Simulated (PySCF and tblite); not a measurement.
Results of a calculation; reference values are marked as such.
Stationary points of C₇H₇NO at GFN2-xTB, in Å:

Structure A

```
 1 C    -3.428    1.404    0.543
 2 C    -2.422    0.756    0.637
 3 N    -1.298    0.043    0.735
 4 C    -1.152   -1.132    1.414
 5 C     0.139   -1.552    1.281
 6 C     0.812   -0.589    0.484
 7 O     2.127   -0.697    0.152
 8 C     2.642    0.341   -0.642
 9 C    -0.095    0.386    0.159
10 H    -4.307    1.966    0.464
11 H    -1.977   -1.575    1.937
12 H     0.579   -2.437    1.692
13 H     2.565    1.308   -0.134
14 H     2.121    0.402   -1.604
15 H     3.691    0.103   -0.812
16 H    -0.005    1.282   -0.421
```

Structure B

```
 1 C    -3.963    0.776    0.545
 2 C    -2.791    0.522    0.551
 3 N    -1.486    0.237    0.566
 4 C    -0.814   -0.346    1.599
 5 C     0.500   -0.476    1.244
 6 C     0.631    0.052   -0.067
 7 O     1.744    0.147   -0.850
 8 C     2.934   -0.346   -0.288
 9 C    -0.609    0.485   -0.461
10 H    -4.986    0.999    0.536
11 H    -1.316   -0.622    2.505
12 H     1.274   -0.900    1.852
13 H     2.858   -1.415   -0.061
14 H     3.202    0.197    0.626
15 H     3.708   -0.192   -1.038
16 H    -0.924    0.941   -1.376
```

Structure C

```
 1 C    -3.619    1.291    0.238
 2 C    -2.565    0.718    0.240
 3 N    -1.388    0.085    0.246
 4 C    -0.975   -0.814    1.189
 5 C     0.276   -1.246    0.855
 6 C     0.635   -0.586   -0.349
 7 O     1.804   -0.766   -1.049
 8 C     2.806    0.180   -0.745
 9 C    -0.407    0.234   -0.697
10 H    -4.541    1.787    0.233
11 H    -1.604   -1.071    2.018
12 H     0.874   -1.958    1.387
13 H     3.086    0.139    0.314
14 H     2.480    1.198   -0.986
15 H     3.667   -0.080   -1.358
16 H    -0.530    0.890   -1.536
```

Level: PBE0/pcSseg-1 + D3(BJ) on GFN2-xTB stationary points, with GFN2-xTB thermal terms.

**Question.** Which structure is a saddle point, and along which motion?

**Answer.** C: one imaginary mode (64i cm⁻¹ at GFN2-xTB, mostly on C8, O7, H13), along the rotation about the C6–O7 bond (torsion C5–C6–O7–C8 from -180° to 0°, rising).

**Question.** Give their symmetry and energies above the lowest.

**Answer.** A Cs, 0.0 kcal/mol; B Cs, 1.4 kcal/mol; C C1, 3.1 kcal/mol.
